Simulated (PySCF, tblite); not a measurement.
Isomers of C7H12N2Si. Method: GFN2-xTB as coded in tblite; computed harmonic values from a numerical Hessian at the method's own geometry, unscaled. Against measured fundamentals such values can be off by several per cent, at times by over 20. Modes of hydrogen on silicon can be 10 to 20 % off. One conformer each.

Electronic energies: PBE0/pcSseg-1 single points on the GFN2-xTB geometries (PySCF, gas phase).

| SMILES | electronic energy, lowest = 0 (kcal/mol) |
| --- | --- |
| C[Si](C)(C)c1ccnnc1 | 7.2 |
| C=C/C(C)=N/[C@@H]([SiH3])CC#N | 47.4 |
| CC(C)(C)[Si@H]1CC(C#N)=N1 | 28.9 |
| C=Cc1cnn([SiH](C)C)c1 | 0.0 |

Task: How do GFN2-xTB zero-point energies change the relative energies?

Result: 
```json
{"SMILES": "C=Cc1cnn([SiH](C)C)c1", "ZPE (kcal/mol)": "108.5", "of it from modes above 1550 cm⁻¹": "56.2", "electronic (kcal/mol)": "0.0", "with ZPE, lowest = 0 (kcal/mol)": "0.0", "lowest mode (cm⁻¹)": "6", "rings": "1"}
{"SMILES": "C[Si](C)(C)c1ccnnc1", "ZPE (kcal/mol)": "109.6", "of it from modes above 1550 cm⁻¹": "52.3", "electronic (kcal/mol)": "7.2", "with ZPE, lowest = 0 (kcal/mol)": "8.3", "lowest mode (cm⁻¹)": "18", "rings": "1"}
{"SMILES": "CC(C)(C)[Si@H]1CC(C#N)=N1", "ZPE (kcal/mol)": "109.6", "of it from modes above 1550 cm⁻¹": "56.4", "electronic (kcal/mol)": "28.9", "with ZPE, lowest = 0 (kcal/mol)": "30.0", "lowest mode (cm⁻¹)": "24", "rings": "1"}
{"SMILES": "C=C/C(C)=N/[C@@H]([SiH3])CC#N", "ZPE (kcal/mol)": "104.7", "of it from modes above 1550 cm⁻¹": "56.9", "electronic (kcal/mol)": "47.4", "with ZPE, lowest = 0 (kcal/mol)": "43.6", "lowest mode (cm⁻¹)": "39", "rings": "0"}
```

The zero-point energies span 4.9 kcal/mol, from `C=C/C(C)=N/[C@@H]([SiH3])CC#N` to `CC(C)(C)[Si@H]1CC(C#N)=N1`. The order is unchanged.

Task: And how do the electronic energies of GFN2-xTB itself compare?

Result: `C=Cc1cnn([SiH](C)C)c1` 0.0; `C[Si](C)(C)c1ccnnc1` 27.6; `CC(C)(C)[Si@H]1CC(C#N)=N1` 37.7; `C=C/C(C)=N/[C@@H]([SiH3])CC#N` 38.7 kcal/mol, lowest = 0. Against the energies above, taken from the same isomer `C=Cc1cnn([SiH](C)C)c1`, the largest difference is 20.4 kcal/mol.
